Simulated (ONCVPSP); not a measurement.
# Pseudopotential generation for Hg: ONCV, PBE, scalar-relativistic.

ONCVPSP 4.0.1 input, shortened (lines: element, Z, core and valence counts, functional; n l f; lmax; l rc ep ncon nbas qcut; lloc lpopt rc5 dvloc0; l nproj debl; icmod fcfact rcfact), PBE, scalar-relativistic:

```
  Hg 80.00   10    4        4      upf
    1    0    2.00
    2    0    2.00
    2    1    6.00
    3    0    2.00
    3    1    6.00
    3    2   10.00
    4    0    2.00
    4    1    6.00
    4    2   10.00
    4    3   14.00
    5    0    2.00
    5    1    6.00
    5    2   10.00
    6    0    2.00
    2
    0    1.30    0.00    4    7    9.30
    1    1.40    0.00    4    8    8.80
    2    1.90    0.00    4    9    8.50
    4    4    1.15    0.00
    0    3    3.10
    1    2    3.60
    2    2    1.70
    0    0.00    0.00
```

Poles of the logarithmic derivatives, all-electron (AE) and pseudo (PS). s: poles at -3.1 (AE) and -3.1 (PS) Ha. p: poles at -1.1 (AE) and -1.1 (PS) Ha. d: poles at 0.3 (AE) and 0.3 (PS) Ha. Test radii: s 1.32, p 1.42, d 1.93 bohr.

* Cutoffs needed: 35 Ha and 39 Ha (the cutoffs (Ha) at which the residual kinetic energy of the hardest occupied pseudo-wave falls to 1 and 0.1 mHa per electron)
* Ghost test: no bound ghost flagged; GHOST(+) flags only above 600 eV
* Largest excitation error: -17 meV (all-electron minus pseudo) for 5s2 5p6 5d9 6s0, out of 4 test configurations
